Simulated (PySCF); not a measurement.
Compound: C5H13PSSi.
Geometry (PBE0-D3(BJ)/def2-SVP, Å), atoms numbered from 1 in this order:
```
atom  x, y, z in Å
C1     3.5345   -0.0968    0.3664
Si2    1.8824   -0.5743    1.1270
P3     0.3009   -0.6830   -0.4813
C4     0.1103    1.1479   -0.8277
C5    -1.1963    1.4268   -1.5599
S6    -2.6757    1.1632   -0.5411
C7    -2.4840   -0.6022   -0.1621
C8    -1.2068   -0.9302    0.6006
H9     3.8344   -0.8311   -0.3959
H10    3.4724    0.8919   -0.1138
H11    4.3222   -0.0530    1.1340
H12    1.4855    0.4184    2.1811
H13    1.9661   -1.9236    1.7711
H14    0.1469    1.7457    0.0986
H15    0.9614    1.4495   -1.4611
H16   -1.2720    0.8171   -2.4760
H17   -1.2543    2.4836   -1.8653
H18   -2.5464   -1.1846   -1.0969
H19   -3.3718   -0.8538    0.4395
H20   -1.1586   -0.3159    1.5153
H21   -1.2154   -1.9907    0.9044
```

Level: PBE0/pcSseg-1 in PySCF, non-relativistic, on one gas-phase PBE0-D3(BJ)/def2-SVP geometry that isn't relaxed in the solvent. The solvent is an IEF-PCM continuum (cavity from Bondi-type radii × 1.2). Specific hydrogen bonds and non-electrostatic terms are outside this model.

```tsv
run	E − E(gas) (kcal/mol)	HOMO (eV)	HOMO–LUMO gap (eV)	dipole (D)
gas	0.00	-6.44	6.73	1.35
P	-4.64	-6.54	6.98	1.78
Q	-3.99	-6.52	6.95	1.71
```

Q: The runs were made in acetone and tetrahydrofuran. Which run belongs to which solvent?

A: P = acetone, Q = tetrahydrofuran. The dielectric constants are 7.426 (tetrahydrofuran), 20.49 (acetone), and the energy falls further as ε rises. In this model the ground state sees the solvent through ε alone.

Q: How constant is the ratio of the lowering to (ε − 1)/(2ε + 1)?

A: 
| solvent | (ε − 1)/(2ε + 1) | E − E(gas) (kcal/mol) | ratio (kcal/mol) | polarisation term (kcal/mol) |
| --- | --- | --- | --- | --- |
| tetrahydrofuran | 0.405 | -3.99 | -9.8 | -4.46 |
| acetone | 0.464 | -4.64 | -10.0 | -5.29 |

The ratio changes by +1.6 % in size from tetrahydrofuran to acetone. The polarisation term is half the interaction of the solute with the induced surface charges.
